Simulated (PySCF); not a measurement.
CH3BrGeO, neutral, multiplicity 1. Atoms are numbered in the order given.

```xyz
7

Ge     0.9548     0.5938     0.0000
Br    -0.3249    -1.4161     0.0000
O     -0.3185     1.8166     0.0000
C     -1.7204     1.7791     0.0000
H     -2.1086     0.7468     0.0000
H     -2.1015     2.3027    -0.8920
H     -2.1015     2.3027     0.8920
```
Charge 0, spin multiplicity 1.

Geometry optimised at PBE0-D3(BJ)/def2-SVP. The structure was generated by enumeration; whether it is a known compound was not checked. One conformer was computed; it need not be the lowest.

All values below come from HF/def2-TZVP (PySCF).

Symmetry labels are those of the subgroup Cs that the program uses (full group Cs).

Question: List the valence orbital energies around the gap with their symmetry. (The exact figures need the calculation; the answer reports its results.)

Answer: 
```tsv
orbital	symmetry	energy (eV)
HOMO−7	A"	-17.08
HOMO−6	A'	-17.06
HOMO−5	A'	-15.07
HOMO−4	A"	-12.62
HOMO−3	A'	-12.61
HOMO−2	A'	-11.34
HOMO−1	A"	-11.32
HOMO	A'	-10.13
LUMO	A"	0.66
LUMO+1	A'	2.98
LUMO+2	A'	3.87
LUMO+3	A'	4.49
```
